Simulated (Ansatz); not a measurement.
CH4ClFOSSi (`O[Si](F)(Cl)CS`). The species carries charge 0 and has multiplicity 1.

```xyz
10

O    -1.5606    0.0038    0.7248
Si   -0.4485   -0.7082   -0.2184
F    -1.1259   -1.2408   -1.5545
Cl    0.3409   -2.3442    0.7052
C     0.8329    0.5505   -0.6506
S     1.6040    1.2952    0.8115
H    -2.1606   -0.5379    1.2394
H     1.6398    0.0585   -1.1989
H     0.4131    1.3158   -1.3084
H     0.4651    1.6074    1.4500
```

Task: Give the diagnostics of a CCSD(T)/def2-TZVPP run (frozen core, the Gaussian-basis code of Ansatz). (Estimate.)

Result: Ansatz gave: T1 = 0.0108, largest single amplitude 0.012, largest double 0.018, (T) share of the correlation energy 3.7 %, 9 CCSD cycles. The RHF solution is stable towards an unrestricted one. T1 lies under the customary mark of 0.02 for closed shells.
